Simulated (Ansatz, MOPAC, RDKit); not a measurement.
Two conformers of C4H12O2Si (SMILES CO[Si](C)(C)OC), B3LYP-D3(BJ)/def2-TZVP minima.
Conformer 1 (charge 0, multiplicity 1):
```xyz
19

C      1.7005    -1.5704    -0.5411
O      0.8235    -0.5256    -0.9232
Si     0.0512     0.4677     0.1456
C     -0.9242     1.6444    -0.9160
C      1.2502     1.3139     1.2899
O     -0.9285    -0.4164     1.1375
C     -2.0071    -1.2125     0.6799
H      2.6301    -1.1744    -0.1206
H      1.2396    -2.2329     0.1982
H      1.9440    -2.1544    -1.4291
H     -0.2586     2.2463    -1.5378
H     -1.5999     1.1052    -1.5829
H     -1.5209     2.3226    -0.3024
H      0.7261     1.9931     1.9651
H      1.7871     0.5883     1.9040
H      1.9850     1.8941     0.7278
H     -2.8254    -0.5922     0.3011
H     -2.3790    -1.7999     1.5199
H     -1.6938    -1.8970    -0.1146
```
Conformer 2 (charge 0, multiplicity 1):
```json
[
 {"atom": "C", "x (Å)": "-0.9390", "y (Å)": "2.2296", "z (Å)": "-0.2644"},
 {"atom": "O", "x (Å)": "-0.0892", "y (Å)": "1.1819", "z (Å)": "-0.6829"},
 {"atom": "Si", "x (Å)": "-0.1320", "y (Å)": "-0.3713", "z (Å)": "-0.1222"},
 {"atom": "C", "x (Å)": "-1.6366", "y (Å)": "-1.2760", "z (Å)": "-0.7347"},
 {"atom": "C", "x (Å)": "-0.0469", "y (Å)": "-0.3552", "z (Å)": "1.7456"},
 {"atom": "O", "x (Å)": "1.1691", "y (Å)": "-1.1272", "z (Å)": "-0.7745"},
 {"atom": "C", "x (Å)": "2.5075", "y (Å)": "-0.6787", "z (Å)": "-0.6495"},
 {"atom": "H", "x (Å)": "-1.9896", "y (Å)": "2.0079", "z (Å)": "-0.4813"},
 {"atom": "H", "x (Å)": "-0.8399", "y (Å)": "2.4258", "z (Å)": "0.8084"},
 {"atom": "H", "x (Å)": "-0.6618", "y (Å)": "3.1342", "z (Å)": "-0.8065"},
 {"atom": "H", "x (Å)": "-2.5543", "y (Å)": "-0.8010", "z (Å)": "-0.3796"},
 {"atom": "H", "x (Å)": "-1.6597", "y (Å)": "-1.2864", "z (Å)": "-1.8258"},
 {"atom": "H", "x (Å)": "-1.6407", "y (Å)": "-2.3104", "z (Å)": "-0.3852"},
 {"atom": "H", "x (Å)": "0.8341", "y (Å)": "0.1843", "z (Å)": "2.1006"},
 {"atom": "H", "x (Å)": "-0.9261", "y (Å)": "0.1249", "z (Å)": "2.1820"},
 {"atom": "H", "x (Å)": "0.0008", "y (Å)": "-1.3732", "z (Å)": "2.1385"},
 {"atom": "H", "x (Å)": "2.6175", "y (Å)": "0.3429", "z (Å)": "-1.0221"},
 {"atom": "H", "x (Å)": "2.8434", "y (Å)": "-0.7122", "z (Å)": "0.3921"},
 {"atom": "H", "x (Å)": "3.1433", "y (Å)": "-1.3399", "z (Å)": "-1.2385"}
]
```

No zero-point or thermal terms.

The state reached by PM3, PM7 isn't checked; PM7 holds dispersion and hydrogen-bond terms.

Codes used: Ansatz (a quantum-chemistry and plane-wave program); MOPAC for PM3, PM7 (differences of heats of formation); RDKit for the force fields. Values without a source in brackets are computed.

One of these levels gives 7.1 kJ/mol for the electronic energy of conformer 2 less that of conformer 1. Name it.
A. PM3
B. SVWN5/def2-TZVPP
C. PM7
D. UFF

C, PM7. The others give 10.8 (UFF), 8.8 (PM3), 5.5 (SVWN5/def2-TZVPP)
